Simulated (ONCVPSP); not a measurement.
**Before and after: ONCV potential for scandium (Sc)**

| Quantity | Value |
| --- | --- |
| Element | scandium |
| Generator | ONCVPSP 4.0.1 |
| Type | optimised norm-conserving Vanderbilt (ONCV) |
| Functional | PBE |
| Relativity | scalar-relativistic |
| Frozen core | [Ar] |
| Valence charge | 3 |
| Reference configuration | 3d1 4s1 (charge +1) |
| Partial waves | 4s: rc 3.15 bohr, ncon 3, nbas 8, qcut 2.5 1/bohr, 2 projectors, debl 2.7 Ha; p scattering state at 0.08 Ha: rc 3.40 bohr, ncon 4, nbas 9, qcut 2.7 1/bohr, 1 projector; 3d: rc 1.80 bohr, ncon 3, nbas 8, qcut 8.2 1/bohr, local; f scattering state at 0.16 Ha: rc 2.90 bohr, ncon 4, nbas 8, qcut 4.2 1/bohr, 2 projectors, debl 2.2 Ha |
| Local potential | the d channel |
| Core correction | Teter function, fcfact 2, rcfact 1.55 |

In the p channel the program set the typed energies aside and used 0.050 Ha.

Change: all radii but the core radius scaled by about 0.85 (s 2.68, p 2.90, d 1.54, f 2.46 bohr).

Cutoffs: the cutoffs (Ha) at which the residual kinetic energy of the hardest occupied pseudo-wave falls to 1 and 0.1 mHa per electron; they do not see the model core or the augmentation charge, which bear on the density cutoff. Errors are all-electron minus pseudo energies relative to the spin-unpolarised reference configuration.

**Question.** How do hardness, ghosts and transferability respond?

**Answer.** The potential gets harder (25 Ha and 28 Ha → 28 Ha and 32 Ha); the bound ghosts move from f, p, s to p, s; the lowest positive-energy flag moves from none to f at 19.0 eV; the number of tests with a reliable result goes from 3 to 4; of the 3 tests that both files solve, the error grows in 1 and shrinks in 1 by more than 15 % and 0.3 meV (median size 23.0 → 30.5 meV). A smaller radius makes the pseudo-wave follow the all-electron one further in, where it bends more sharply, so more plane waves are needed.

```csv
quantity,base,changed
"cutoff, loose",25 Ha,28 Ha
"cutoff, tight",28 Ha,32 Ha
loose cutoff by channel,"s 2.2 Ha, d 25 Ha","s 2.5 Ha, d 28 Ha"
bound ghosts,"s, p, f","s, p"
GHOST(+) flags under 300 eV,none,"f at 19.0 eV, s at 99.8 eV"
tests with a reliable result,3 of 4,4 of 4
"error for 3d1 4s0, meV [ΔE 12.77 eV]",+60,+67
"error for 3d1 4s1.5, meV [ΔE -4.14 eV]",-5.3,-4.4
"error for 3d1 4s0 4p1, meV [ΔE 3.43 eV]",+23,+30
"rms error of d²Exc/dni dnj with the model core, mHa",30.76,31.12
```

 A true bound ghost makes a file unfit for plane-wave use even where its test errors are small: the radial tests pick states by their node count and pass the ghost by.
